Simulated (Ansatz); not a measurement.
`[NH2][Ti]([OH])([Cl])[Cl]`, relaxed with RKS PBE-D4/def2-SVP in Ansatz from a rough embedded geometry. The force threshold is 0.03 eV/Å; the program also tests the step.

Total charge 0; spin multiplicity 1.

Start:

```xyz
8

N     0.907   -1.182    0.264
Ti   -0.337    0.407    0.296
O    -1.878   -0.016   -0.807
Cl   -1.056    0.878    2.401
Cl    0.755    2.302   -0.553
H     1.299   -1.314   -0.675
H     1.789   -0.884    0.839
H    -1.478   -0.190   -1.765
```

```csv
step,energy (eV),largest force (eV/Å),largest move (Å)
1,-51718.5487,3.614,0.000
2,-51719.3319,1.512,0.179
3,-51719.4769,0.737,0.118
4,-51719.5910,0.307,0.200
5,-51719.6316,0.205,0.200
6 (rejected),-51719.4909,2.652,0.172
7,-51719.6435,0.169,0.086
8,-51719.6507,0.323,0.084
9,-51719.6563,0.261,0.150
10,-51719.6611,0.330,0.194
11,-51719.6635,0.133,0.030
12,-51719.6657,0.040,0.067
13,-51719.6658,0.049,0.028
14,-51719.6663,0.013,0.029
```

End:

```xyz
8

N     1.111   -0.884    0.253
Ti   -0.208    0.416    0.137
O    -1.367   -0.152   -1.065
Cl   -1.148    0.689    2.128
Cl    0.701    2.344   -0.476
H     1.133   -1.747   -0.301
H     1.915   -0.836    0.889
H    -2.137    0.170   -1.565
```

It took 19 s on 4 threads of a server CPU on a shared host, with 0.21 GiB of host memory at the peak.
